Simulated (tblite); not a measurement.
Record of a relaxation.

Compound: C4HF2O2 (doublet state).
Numbering: `[O:1][C:2](=[O:3])[C:4]#[C:5][CH:6]([F:7])[F:8]` (hydrogens: H9 on C6)
Bond orders are those of one Lewis drawing.

Computed with GFN2-xTB (tblite), gas phase: L-BFGS steps from a force-field or distance-geometry start until the largest atomic force falls under 0.01 eV/Å. 13 of its 45 geometries are shown.

Step 0: E = -720.2087 eV, largest atomic force 5.507 eV/Å
```
atom  x, y, z in Å  |  force x, y, z in eV/Å
O1      3.175    0.527   -0.980   -3.966  -0.920   3.709
C2      2.220    0.292   -0.003    4.262   0.525  -0.543
O3      2.624    0.208    1.191   -0.562   0.265  -2.669
C4      0.822    0.125   -0.269   -0.117   0.050  -0.526
C5     -0.359   -0.017   -0.463   -0.446   0.268  -0.006
C6     -1.815   -0.201   -0.717    0.885  -0.425   0.947
F7     -2.570    0.332    0.316    0.664  -0.845  -1.048
F8     -1.999   -1.567   -0.817   -0.443   1.253   0.162
H9     -2.083    0.307   -1.653   -0.278  -0.171  -0.026
```

Step 4: E = -721.3319 eV, largest atomic force 1.063 eV/Å
```
atom  x, y, z in Å  |  force x, y, z in eV/Å
O1      3.043    0.510   -0.974   -0.736  -0.039  -0.579
C2      2.376    0.307    0.007    0.452   0.102  -0.323
O3      2.559    0.201    1.190   -0.623  -0.175   0.843
C4      0.832    0.129   -0.285   -0.027   0.000  -0.009
C5     -0.353    0.001   -0.456    0.956   0.229   0.153
C6     -1.784   -0.205   -0.705    0.097   0.134  -0.285
F7     -2.543    0.293    0.281    0.022  -0.069   0.197
F8     -2.025   -1.522   -0.807   -0.177  -0.120   0.044
H9     -2.091    0.292   -1.645    0.037  -0.063  -0.041
```

Step 7: E = -721.4007 eV, largest atomic force 0.299 eV/Å
```
atom  x, y, z in Å  |  force x, y, z in eV/Å
O1      2.999    0.507   -1.006   -0.186  -0.034   0.023
C2      2.404    0.310    0.017   -0.298  -0.026  -0.001
O3      2.522    0.194    1.210   -0.053   0.004  -0.078
C4      0.852    0.131   -0.284   -0.095  -0.011   0.042
C5     -0.332    0.011   -0.453    0.271   0.047  -0.013
C6     -1.770   -0.201   -0.712    0.082   0.001   0.023
F7     -2.535    0.284    0.285    0.146   0.011   0.072
F8     -2.035   -1.519   -0.803    0.046   0.003  -0.007
H9     -2.090    0.288   -1.648    0.086   0.005  -0.060
```

Step 11: E = -721.4196 eV, largest atomic force 0.132 eV/Å
```
atom  x, y, z in Å  |  force x, y, z in eV/Å
O1      2.953    0.501   -1.014   -0.050  -0.003  -0.002
C2      2.361    0.306    0.017    0.093   0.004   0.014
O3      2.504    0.193    1.210    0.053   0.015   0.045
C4      0.858    0.132   -0.272   -0.131  -0.016   0.004
C5     -0.318    0.016   -0.463   -0.091  -0.040  -0.067
C6     -1.751   -0.199   -0.712   -0.047  -0.010  -0.031
F7     -2.500    0.285    0.297    0.072   0.046   0.012
F8     -2.024   -1.515   -0.804    0.069  -0.020  -0.006
H9     -2.070    0.287   -1.653    0.032   0.025   0.030
```

Step 15: E = -721.4228 eV, largest atomic force 0.074 eV/Å
```
atom  x, y, z in Å  |  force x, y, z in eV/Å
O1      2.937    0.500   -1.017   -0.023  -0.004  -0.006
C2      2.359    0.305    0.022   -0.025   0.001   0.027
O3      2.510    0.196    1.214    0.061   0.013   0.015
C4      0.848    0.130   -0.266    0.065  -0.003   0.035
C5     -0.323    0.012   -0.475    0.023  -0.001  -0.042
C6     -1.753   -0.200   -0.716    0.022   0.004  -0.008
F7     -2.485    0.291    0.302   -0.016  -0.019  -0.015
F8     -2.015   -1.518   -0.805   -0.045   0.010   0.000
H9     -2.065    0.291   -1.653   -0.063  -0.002  -0.006
```

Step 18: E = -721.4262 eV, largest atomic force 0.157 eV/Å
```
atom  x, y, z in Å  |  force x, y, z in eV/Å
O1      2.902    0.495   -1.020    0.005   0.002  -0.002
C2      2.356    0.305    0.039   -0.020  -0.004   0.014
O3      2.540    0.204    1.224    0.067   0.016   0.012
C4      0.847    0.125   -0.248   -0.007  -0.015   0.011
C5     -0.315    0.007   -0.507   -0.104   0.003  -0.003
C6     -1.753   -0.203   -0.723    0.092   0.057  -0.042
F7     -2.469    0.296    0.305    0.043  -0.092  -0.083
F8     -2.016   -1.523   -0.807   -0.059   0.145   0.001
H9     -2.080    0.299   -1.657   -0.018  -0.111   0.092
```

Step 22: E = -721.4298 eV, largest atomic force 0.047 eV/Å
```
atom  x, y, z in Å  |  force x, y, z in eV/Å
O1      2.868    0.491   -1.022   -0.010   0.001  -0.004
C2      2.352    0.304    0.057    0.011  -0.002   0.000
O3      2.576    0.214    1.233    0.015   0.010  -0.004
C4      0.844    0.119   -0.230    0.007  -0.013   0.012
C5     -0.309    0.005   -0.534   -0.001   0.022   0.031
C6     -1.746   -0.200   -0.733   -0.024  -0.004   0.009
F7     -2.450    0.293    0.304    0.004   0.013   0.032
F8     -2.024   -1.515   -0.812   -0.014  -0.016  -0.031
H9     -2.096    0.296   -1.656    0.012  -0.011  -0.044
```

Step 26: E = -721.4303 eV, largest atomic force 0.025 eV/Å
```
atom  x, y, z in Å  |  force x, y, z in eV/Å
O1      2.862    0.490   -1.024   -0.010  -0.001  -0.006
C2      2.352    0.303    0.059    0.001   0.003  -0.005
O3      2.584    0.218    1.234    0.006   0.005  -0.004
C4      0.843    0.115   -0.226   -0.006  -0.009   0.011
C5     -0.309    0.007   -0.533   -0.005  -0.013   0.010
C6     -1.748   -0.200   -0.734    0.008   0.001  -0.002
F7     -2.447    0.294    0.306   -0.014  -0.004  -0.020
F8     -2.028   -1.514   -0.817    0.005   0.007   0.002
H9     -2.096    0.293   -1.661    0.015   0.010   0.015
```

Step 29: E = -721.4309 eV, largest atomic force 0.073 eV/Å
```
atom  x, y, z in Å  |  force x, y, z in eV/Å
O1      2.850    0.489   -1.031   -0.035  -0.002   0.044
C2      2.352    0.305    0.059    0.042  -0.014  -0.043
O3      2.597    0.225    1.231    0.013   0.014   0.004
C4      0.844    0.105   -0.212   -0.070   0.004  -0.021
C5     -0.309    0.005   -0.521   -0.031  -0.028   0.005
C6     -1.748   -0.200   -0.734    0.016   0.016  -0.014
F7     -2.456    0.294    0.300    0.011  -0.026  -0.033
F8     -2.031   -1.514   -0.824    0.018   0.047   0.015
H9     -2.087    0.297   -1.663    0.036  -0.011   0.044
```

Step 33: E = -721.4319 eV, largest atomic force 0.027 eV/Å
```
atom  x, y, z in Å  |  force x, y, z in eV/Å
O1      2.823    0.488   -1.042   -0.004  -0.004  -0.003
C2      2.353    0.304    0.059   -0.009  -0.005   0.002
O3      2.622    0.239    1.226    0.011   0.000   0.010
C4      0.840    0.088   -0.188    0.014   0.020  -0.012
C5     -0.311   -0.003   -0.504    0.006  -0.003  -0.004
C6     -1.746   -0.199   -0.735   -0.006  -0.002   0.007
F7     -2.468    0.293    0.289   -0.013  -0.006   0.013
F8     -2.033   -1.510   -0.836   -0.010  -0.008   0.001
H9     -2.067    0.305   -1.664    0.011   0.007  -0.016
```

Step 37: E = -721.4320 eV, largest atomic force 0.016 eV/Å
```
atom  x, y, z in Å  |  force x, y, z in eV/Å
O1      2.816    0.486   -1.044    0.002  -0.008  -0.006
C2      2.352    0.304    0.061    0.001   0.011   0.002
O3      2.629    0.242    1.226    0.003  -0.006   0.004
C4      0.841    0.089   -0.187   -0.002   0.009   0.000
C5     -0.311   -0.006   -0.502   -0.016   0.000   0.004
C6     -1.746   -0.199   -0.734    0.004  -0.005  -0.003
F7     -2.472    0.291    0.289    0.008   0.001  -0.010
F8     -2.035   -1.510   -0.837   -0.002   0.001  -0.006
H9     -2.061    0.307   -1.666    0.002  -0.004   0.015
```

Step 40: E = -721.4321 eV, largest atomic force 0.013 eV/Å
```
atom  x, y, z in Å  |  force x, y, z in eV/Å
O1      2.816    0.485   -1.045   -0.003  -0.003   0.006
C2      2.352    0.305    0.061    0.004  -0.005  -0.007
O3      2.630    0.242    1.226   -0.002   0.002  -0.004
C4      0.841    0.092   -0.188   -0.008   0.009   0.006
C5     -0.312   -0.006   -0.499    0.011  -0.002   0.004
C6     -1.746   -0.200   -0.734    0.000  -0.001   0.000
F7     -2.473    0.291    0.288    0.002   0.002   0.001
F8     -2.037   -1.510   -0.839    0.001  -0.003  -0.004
H9     -2.059    0.308   -1.665   -0.005   0.001  -0.002
```

Step 44: E = -721.4321 eV, largest atomic force 0.010 eV/Å
```
atom  x, y, z in Å  |  force x, y, z in eV/Å
O1      2.813    0.482   -1.046    0.006  -0.003  -0.007
C2      2.352    0.305    0.062   -0.002   0.002   0.002
O3      2.633    0.243    1.226    0.000  -0.001   0.002
C4      0.840    0.095   -0.184    0.001   0.001   0.006
C5     -0.311   -0.007   -0.499   -0.005  -0.001  -0.003
C6     -1.746   -0.200   -0.735   -0.001   0.004  -0.001
F7     -2.472    0.291    0.287   -0.002  -0.006   0.002
F8     -2.037   -1.510   -0.841    0.003   0.004   0.002
H9     -2.058    0.308   -1.665    0.001  -0.001  -0.003
```

Task: Summarise the path.

Result: The energy falls by 118.04 kJ/mol from step 0 to step 44; nine tenths of that is first reached at step 4. It rises by more than 0.2 meV at steps 2 and 6. The largest force goes from 5.507 to 0.010 eV/Å. Among the bonds O1–C2 changes most, from 1.385 to 1.213 Å; the atoms move by 0.148 Å rms after alignment.

Task: Follow the three bonds and two angles with the largest change from start to end.

Result: 
```
step  E above end (kJ/mol)  largest force (eV/Å)  O1–C2 (Å)  C2–C4 (Å)  C2=O3 (Å)  O1–C2–O3 (°)  O1–C2–C4 (°)
   0                118.04                 5.507      1.385      1.433      1.264         117.2         124.1
   2                 68.68                10.574      1.105      1.595      1.227         132.4         119.2
   4                  9.67                 1.063      1.204      1.582      1.201         137.2         114.1
   6                  4.96                 1.850      1.196      1.593      1.210         146.0         109.1
   8                  2.67                 0.249      1.200      1.585      1.205         144.0         110.1
  10                  1.51                 0.450      1.203      1.547      1.207         143.2         110.1
  11                  1.21                 0.132      1.205      1.540      1.208         143.4         109.7
  13                  1.01                 0.132      1.205      1.544      1.207         143.6         109.4
  15                  0.90                 0.074      1.205      1.548      1.206         143.8         109.0
  17                  0.74                 0.122      1.206      1.547      1.205         143.9         108.2
  19                  0.40                 0.138      1.210      1.545      1.202         143.8         106.3
  21                  0.24                 0.048      1.211      1.545      1.201         143.6         105.7
  23                  0.20                 0.038      1.211      1.548      1.201         143.6         105.4
  25                  0.18                 0.022      1.211      1.548      1.200         143.6         105.3
  27                  0.16                 0.035      1.211      1.547      1.200         143.6         105.3
  29                  0.12                 0.073      1.212      1.545      1.200         143.5         105.3
  31                  0.04                 0.053      1.212      1.546      1.200         143.6         105.0
  33                  0.02                 0.027      1.212      1.548      1.200         143.7         104.8
  34                  0.02                 0.029      1.212      1.548      1.200         143.7         104.6
  36                  0.01                 0.019      1.212      1.547      1.199         143.6         104.4
  38                  0.01                 0.015      1.213      1.546      1.199         143.6         104.4
  40                  0.00                 0.013      1.213      1.547      1.199         143.6         104.3
  42                  0.00                 0.012      1.212      1.547      1.199         143.6         104.3
  44                  0.00                 0.010      1.213      1.547      1.199         143.6         104.2
```

What follows is the cost of the whole relaxation. On an Arm Neoverse V2 with one thread, shared host with 96 logical CPUs at a one-minute load of 30, this took 0.14 s wall.
